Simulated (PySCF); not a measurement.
C8H7N, SMILES Cc1cccc(C#N)c1, singlet (GFN2-xTB optimised geometry):

```
16

C      2.181    -1.372     1.573
C      1.438    -0.362     0.755
C      2.120     0.591     0.007
C      1.437     1.540    -0.736
C      0.055     1.556    -0.747
C     -0.640     0.605     0.000
C     -2.054     0.605     0.000
N     -3.201     0.606     0.000
C      0.051    -0.348     0.747
H      1.635    -2.312     1.619
H      2.303    -1.005     2.593
H      3.170    -1.556     1.160
H      3.201     0.589     0.005
H      1.986     2.270    -1.312
H     -0.489     2.289    -1.324
H     -0.504    -1.078     1.319
```

Calculation: B3LYP/def2-TZVP (PySCF).

What are the frontier orbital energies and the dipole moment?

HOMO-2 -9.27 eV, HOMO-1 -7.61 eV, HOMO -7.38 eV, LUMO -1.67 eV, LUMO+1 -0.97 eV; dipole moment 4.98 D.

Meta-Löwdin charges at B3LYP/def2-TZVP: C1 -0.34, C2 0.04, C3 -0.11, C4 -0.11, C5 -0.10, C6 -0.02, C7 0.11, N8 -0.23, C9 -0.11, H10 0.12, H11 0.13, H12 0.12, H13 0.12, H14 0.13, H15 0.13, H16 0.13.
